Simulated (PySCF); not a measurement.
Species: NbS(OMe)3, C3H9NbO3S (singlet state).
Structure used (PBE0-D3(BJ)/def2-SVP), in Å, numbered top down from 1:
```xyz
17
C3H9NbO3S angstrom
Nb    -0.0220    0.0130    0.1376
S     -0.0092    0.0025    2.2976
O      1.6099   -0.6874   -0.4498
C      2.8695   -1.1965   -0.1464
H      3.0394   -1.2021    0.9443
H      3.6521   -0.5825   -0.6228
H      2.9637   -2.2286   -0.5234
O     -0.2332    1.7807   -0.4342
C     -0.3876    3.1274   -0.1154
H     -0.4461    3.2684    0.9776
H     -1.3102    3.5213   -0.5731
H      0.4662    3.7092   -0.5011
O     -1.4499   -1.0407   -0.4498
C     -2.4792   -1.9359   -0.1738
H     -2.7098   -1.9487    0.9054
H     -2.1942   -2.9546   -0.4856
H     -3.3881   -1.6461   -0.7267
```

Computed, not measured: PBE0-D3(BJ)/def2-SVP geometry optimisation, gas phase, def2 core potentials past Kr (PySCF 2.14.0).

Which atoms are bound to Nb1, and at what distances?

4 atoms: O13 1.869 Å, O8 1.870 Å, O3 1.871 Å, S2 2.160 Å. The nearest atom not counted as bound is C9, at 3.15 Å (others tie with it).

List the angles at Nb1.

```tsv
angle	degrees	distance of the outer atoms (Å)
O3–Nb1–O13	110.9	3.08
O3–Nb1–O8	110.9	3.08
O8–Nb1–O13	110.5	3.07
S2–Nb1–O13	108.4	3.27
S2–Nb1–O8	108.1	3.27
S2–Nb1–O3	107.9	3.26
```

What is the shape at Nb1?

Tetrahedral: angles from 107.9° to 110.9°; τ4 = (360° − α − β)/141° = 0.98 with α and β the two widest (0 for a square, 1 for a tetrahedron).

What are the other bond lengths?

O3–C4, O8–C9, O13–C14 1.392 Å; C4–H5 and 8 like bonds 1.103 Å.

Give some angles away from the centre.

Nb1–O3–C4 149.1°.

Charge 0, singlet. Whether it is a minimum is left open (no frequencies).
